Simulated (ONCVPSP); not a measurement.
## u(r) = r·R(r): atom against pseudo-atom (V (Z = 23))

Columns: radius, all-electron u(r) and pseudo u(r) of the 3s shell (level -70.24 eV) of vanadium in the configuration [Ne] 3s2 3p6 3d3 4s2; PBE, scalar-relativistic, ONCV scheme, ONCVPSP 4.0.1.

```csv
r (bohr),all-electron,pseudo
0.103,-0.1381,0.1941
0.205,-0.6012,0.3815
0.308,-0.3479,0.5596
0.410,0.1563,0.7178
0.513,0.6200,0.8519
0.615,0.9346,0.9529
0.718,1.1010,1.0170
0.820,1.1467,1.0394
0.923,1.1116,1.0219
1.025,1.0285,0.9703
1.128,0.9205,0.8914
1.230,0.8057,0.7955
1.332,0.6932,0.6913
1.435,0.5876,0.5875
1.538,0.4930,0.4929
1.640,0.4110,0.4109
1.743,0.3397,0.3397
1.845,0.2799,0.2798
1.948,0.2292,0.2291
2.050,0.1873,0.1873
2.153,0.1524,0.1523
2.255,0.1239,0.1239
2.358,0.1003,0.1003
2.460,0.0813,0.0813
2.562,0.0657,0.0657
2.665,0.0530,0.0530
```

Problem. How many radial nodes do the two functions have?

Solution. The all-electron 3s function has n − l − 1 = 2 (the table is too coarse to show those close to the nucleus); the pseudo-wave has 0, since the states of the same l below it are removed with the core.

Problem. At about which radius was the pseudo-wave matched?

Solution. 1.50 bohr, where the columns begin to agree (steps of 0.10 bohr).

Problem. Is the pseudo-wave norm-conserving?

Solution. Yes: the ONCV scheme keeps the norm inside the radius equal to the all-electron one, which fixes the energy derivative of the logarithmic derivative at the level.
